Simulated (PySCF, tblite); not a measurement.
Isomers of C2H12FPSi4, one GFN2-xTB conformer each. Single-point energies are computed at PBE0/pcSseg-1 (PySCF, gas phase, no added dispersion term), electronic only.

Task: Rank them by PBE0/pcSseg-1 energy, lowest first (kcal/mol).
A. `[F:1][Si@@H:2](/[CH:3]=[CH:4]/[SiH3:5])[P:6]([SiH3:7])[SiH3:8]` with F1–Si2–C3–C4 119°, F1–Si2–P6–Si7 56°
B. `[F:1][Si@:2]1([P:3]([SiH3:4])[SiH3:5])[CH2:6][CH2:7][SiH2:8]1` with F1–Si2–P3–Si4 171°, F1–Si2–C6–C7 -100°, Si2–C6–C7–Si8 -11°, C6–C7–Si8–Si2 9°, F1–Si2–Si8–C7 98°

Result: B (0.0), A (11.2).

As drawn, the lower has a four-membered ring and an Si–Si bond, which the higher lacks; the higher has a C=C bond outside aromatic rings, which the lower lacks. GFN2-xTB itself gives, in the same order: 0.0, 0.2. Both levels put the same isomer lowest.

Task: Which frontier levels, dipoles and rotational constants go with these structures?

Result: 
| SMILES | HOMO (eV, PBE0/pcSseg-1) | LUMO (eV) | dipole (D) | A, B, C (MHz) |
| --- | --- | --- | --- | --- |
| F[Si@]1(P([SiH3])[SiH3])CC[SiH2]1 | -7.09 | -1.04 | 1.95 | 1155, 588.0, 504.2 |
| F[Si@@H](/C=C/[SiH3])P([SiH3])[SiH3] | -7.33 | -1.38 | 1.78 | 1231, 437.6, 354.4 |

Task: What happens when harmonic zero-point energies from GFN2-xTB frequencies are added?

Result: 
```csv
SMILES,ZPE (kcal/mol),electronic (kcal/mol),with ZPE (kcal/mol)
F[Si@]1(P([SiH3])[SiH3])CC[SiH2]1,77.6,0.0,0.0
F[Si@@H](/C=C/[SiH3])P([SiH3])[SiH3],73.2,11.2,6.8
```

The zero-point energies span 4.4 kcal/mol. The order is unchanged.
